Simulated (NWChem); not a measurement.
# Zn cation, doublet

Computed with NWChem. Pople sets run with spherical d functions. Spin-unrestricted. No stability test was run on the SCF state. B3LYP is NWChem's, with the RPA form of VWN correlation.

For level LC-wPBE (HJS exchange hole, range parameter 0.4 per bohr)/6-31G*:

```yaml
highest occupied level (eV): -16.82
lowest empty minus highest occupied level, either spin (eV): 8.34
```

Q: Estimate the same quantities for level B3LYP/6-31G*.

A: The highest occupied level (eV) is -14.40 and the lowest empty minus highest occupied level, either spin (eV) is 2.47.
